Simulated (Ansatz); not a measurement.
Input and output for `O[SiH2][TeH]`.

```yaml
crystal:
  periodic: [false, false, false]
  atoms:
    - {symbol: O, position_ang: [-1.678259, -0.076151, -0.516111]}
    - {symbol: Si, position_ang: [-0.213854, 0.598641, 0.097966]}
    - {symbol: Te, position_ang: [1.298324, -1.144582, 1.346356]}
    - {symbol: H, position_ang: [-1.617951, -0.964997, -0.984712]}
    - {symbol: H, position_ang: [0.667063, 1.213560, -1.031444]}
    - {symbol: H, position_ang: [-0.653062, 1.678332, 1.123337]}
    - {symbol: H, position_ang: [2.262209, -1.376202, -0.083377]}
basis:
  gaussian: {orbitals: def2-TZVPD}
hamiltonian: {xc: {name: B2PLYP}}
output: {forces: true}
```

```sh
$ ansatz run in.yaml --threads 2 --pin off --events-out ev --progress --plain --max-ram 4352MiB
```

It prints (some lines left out):

```
Functional definition: B2PLYP
1352 factors; integrals over basis functions are off by at most 1.1e-3 eV
mean field evaluation 1: about -17265.3211 eV, gradient 4.5e1 eV
mean field evaluation 2: about -17265.4228 eV, gradient 4.5e1 eV
mean field evaluation 4: about -17268.8754 eV, gradient 3.0e0 eV
mean field evaluation 8: about -17268.9033 eV, gradient 1.9e-1 eV
mean field evaluation 16: about -17268.9034 eV, gradient 1.9e-4 eV
mean field -17268.90343296 eV, -634.6204958782 hartree, gradient 2.8e-6 eV, S^2 0.000000; 0 other end points of the search recorded, 0 dependent functions left out
10 core orbitals not correlated: weight in the atoms' cores, before any rotation towards them, 1.000 or more for the frozen orbitals, at most 0.000 for the correlated occupied ones
reference -17268.90360775 eV, -634.6205023014 hartree; 15, 15 occupied and 153, 153 virtual orbitals, 1352 factors
second order -26.87954078 eV of doubles, -0.00000000 eV of singles
Total energy: -17276.16108376 eV, -634.8872096255 hartree
Atom 0 at    -1.678259    -0.076151    -0.516111 Å, force     1.611075    -0.853760    -0.165686 eV/Å
Atom 1 at    -0.213854     0.598641     0.097966 Å, force    -0.599088    -0.084982    -0.347863 eV/Å
Atom 2 at     1.298324    -1.144582     1.346356 Å, force     0.078755     0.476529    -1.443001 eV/Å
Atom 3 at    -1.617951    -0.964997    -0.984712 Å, force     0.052465     1.743180     0.941083 eV/Å
Atom 4 at     0.667063     1.213560    -1.031444 Å, force    -0.770247    -0.520690     0.919357 eV/Å
Atom 5 at    -0.653062     1.678332     1.123337 Å, force     0.317511    -0.941320    -0.887005 eV/Å
Atom 6 at     2.262209    -1.376202    -0.083377 Å, force    -0.690470     0.181044     0.983114 eV/Å
Dipole moment:     0.082548    -0.098567    -0.144837 e Å
```

Hardware: 2 threads of an Arm Neoverse V1 on a shared host. Wall time 16 s, peak host memory 0.61 GiB.
